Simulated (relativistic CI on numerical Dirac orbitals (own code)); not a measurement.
# Re⁴⁺: 4d photoemission

Computed with this model: Dirac-Coulomb-Breit CI, orbitals from a KLI potential per configuration, model QED, valence Slater integrals scaled by 0.8, multiplet model of photoemission in the sudden approximation; configurations [Xe] 4f14 5d3 → [Kr] 4d9 4f14 5s2 5p6 5d3; 80 K; Lorentzian 4.9 eV and Gaussian 0.6 eV FWHM. Energies are those of the free ion, without screening or charge transfer. The energies are binding energies and can lie tens of eV above those of solids. S is read from ⟨S²⟩ = S(S + 1).

free ion: ground-state S = 1.40, centroid 325.83 eV. Peaks (eV, height): 320.0 (100), 334.0 (62).

Strongest unbroadened transitions for free ion:

```
Energy (eV)  Relative strength
     319.83               91.5
     320.00               68.3
     320.24               93.5
     320.28               43.1
     320.62               36.8
     320.80                4.5
     321.25                4.5
     322.22                2.6
     325.20                3.1
     333.57               36.1
     333.71              100.0
     334.62                4.4
     334.72               41.8
     334.97                7.2
     335.25               14.4
     336.05                6.7
     336.69                2.3
     337.24                5.0
```
